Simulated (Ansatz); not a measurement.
The pair A = SiH4 (SMILES [SiH4]) (first 5 atoms), B = C3H4 (SMILES C=C=C); geometry from B3LYP-D3(BJ)/def2-TZVP.
(charge 0, multiplicity 1):
```xyz
12

Si    -0.1137     0.3464     0.2517
H      1.2281     0.6215     0.8093
H     -0.0152     0.2466    -1.2242
H     -1.0399     1.4455     0.6010
H     -0.6271    -0.9333     0.7873
C     -0.4238     0.9505     3.8185
C      0.0814    -0.2476     3.8332
C      0.5865    -1.4449     3.8349
H      0.2028     1.8234     3.6764
H     -1.4873     1.1151     3.9469
H      0.6781    -2.0143     2.9171
H      0.9308    -1.9110     4.7507
```

Frozen-core correlation.

Run with Ansatz (a quantum-chemistry and plane-wave program). Each number belongs to the level named beside it.

Total energies (hartree), monomers frozen at their geometry in the pair:

```
structure              PBE/def2-TZVPPD  MP2/aug-cc-pV(D+d)Z  CCSD(T)/aug-cc-pV(D+d)Z
---------------------  ---------------  -------------------  -----------------------
AB                        -408.2631031         -407.6569284             -407.7425922
A in the pair's basis     -291.7217398         -291.3726212             -291.4074408
B in the pair's basis     -116.5407611         -116.2819357             -116.3330467
A                         -291.7216989         -291.3717968             -291.4066103
B                         -116.5406888         -116.2809614             -116.3320326
```

### Question
Work out the interaction energy without and with the counterpoise correction, and the superposition error, for each level.

### Answer

E(AB) − E(A) − E(B), times 627.509 kcal/mol, with the monomers in their own basis and then in the pair's basis:
- PBE/def2-TZVPPD: -0.45 uncorrected, -0.38 corrected; the monomers gain 0.07 kcal/mol from borrowed functions
- MP2/aug-cc-pV(D+d)Z: -2.62 uncorrected, -1.49 corrected; the monomers gain 1.13 kcal/mol from borrowed functions
- CCSD(T)/aug-cc-pV(D+d)Z: -2.48 uncorrected, -1.32 corrected; the monomers gain 1.16 kcal/mol from borrowed functions
